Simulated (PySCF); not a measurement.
Working out the ionisation energy of Fe

Fe [Ar] 3d6 4s2 (5D) → Fe⁺ [Ar] 3d6 4s1 (6D). All numbers are calculated (PySCF 2.14, the non-relativistic Hamiltonian (point nucleus), in aug-cc-pVTZ with one added diffuse shell each of s, p, d, f, g type (9s8p6d4f3g, 118 functions)). Frozen: [Ar]. Energies in hartree (1 hartree = 27.21139 eV):

| part | Fe (lower) | Fe⁺ (upper) |
| --- | --- | --- |
| UHF | -1262.453807 | -1262.219955 |
| MP2 opposite-spin | -0.098869 | -0.059635 |
| MP2 same-spin | -0.088774 | -0.087455 |

**Question.** What does Hartree-Fock give?

**Answer.** (-1262.219955) − (-1262.453807) = 0.233852 hartree = 6.363 eV.

**Question.** What do MP2 and SCS-MP2 (6/5 opposite-spin, 1/3 same-spin) give?

**Answer.** The opposite-spin parts differ by 1.068 eV and the same-spin parts by 0.036 eV. MP2: 6.363 + (1.068) + (0.036) = 7.467 eV. SCS-MP2: 6.363 + 1.2 × (1.068) + (0.036)/3 = 7.657 eV.

Measured between the centres of the two terms (NIST): 7.904 eV, so MP2 (valence) is off by -0.437 eV.

The calculation is non-relativistic.

What remains against the reference includes basis incompleteness, the frozen core and correlation beyond second order.
